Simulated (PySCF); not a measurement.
Species: C3H7O4P.
InChI=1S/C3H7O4P/c1-5-8(4)6-2-3-7-8/h2-3H2,1H3

Theory: TDDFT PBE0/def2-SVPD, vertical, gas phase, core orbitals frozen in the response (PySCF 2.14.0, density-fitted response routines). One conformer (not necessarily the lowest) at the GFN2-xTB geometry, without solvent, vibrations or thermal averaging.

Orbital energies (eV): HOMO-3 -9.69, HOMO-2 -9.36, HOMO-1 -8.94, HOMO -8.41, LUMO 0.29, LUMO+1 0.62, LUMO+2 1.09.

Lowest singlets, with some entries withheld (?).

```json
{"state": "S1", "E (eV)": "7.39", "f": "0.0012", "main configurations (H = HOMO, L = LUMO)": "H→L (93%)"}
{"state": "S2", "E (eV)": "7.89", "f": "0.0011", "main configurations (H = HOMO, L = LUMO)": "H→L+1 (92%)"}
{"state": "S3", "E (eV)": "7.95", "f": "0.027", "main configurations (H = HOMO, L = LUMO)": "H-1→L (86%), H-1→L+1 (10%)"}
{"state": "S4", "E (eV)": "8.28", "f": "0.013", "main configurations (H = HOMO, L = LUMO)": "H-2→L (43%), H→L+2 (41%)"}
{"state": "S5", "E (eV)": "?", "f": "?", "main configurations (H = HOMO, L = LUMO)": "?"}
{"state": "S6", "E (eV)": "8.61", "f": "0.023", "main configurations (H = HOMO, L = LUMO)": "H-1→L+1 (74%), H→L+3 (10%)"}
{"state": "S7", "E (eV)": "?", "f": "?", "main configurations (H = HOMO, L = LUMO)": "?"}
{"state": "S8", "E (eV)": "8.77", "f": "0.025", "main configurations (H = HOMO, L = LUMO)": "H-4→L (33%), H→L+4 (22%), H-3→L (16%)"}
```

(1) Supply the missing values.

(2) Where do the lowest triplets lie (Tamm–Dancoff)?

(3) How far apart are S3 and S5, in eV and cm⁻¹?

(4) What is the mean static polarisability from the same response equations?

Answers

(1) 
- S5: E = 8.43 eV; f = 0.0060; H→L+2 (42%), H-2→L (41%)
- S7: E = 8.71 eV; f = 0.011; H-3→L (40%), H→L+3 (24%), H-4→L (14%)

(2) T1 7.14 eV, H→L (84%); T2 7.65 eV, H-1→L (74%), H-1→L+1 (16%); T3 7.72 eV, H→L+1 (82%). E(S1) − E(T1) = +0.25 eV.

(3) 8.431 − 7.950 = 0.481 eV, or about 3870 cm⁻¹.

(4) 67.0 au (9.93 Å³), with principal values 58.9, 62.9 and 79.1 au.
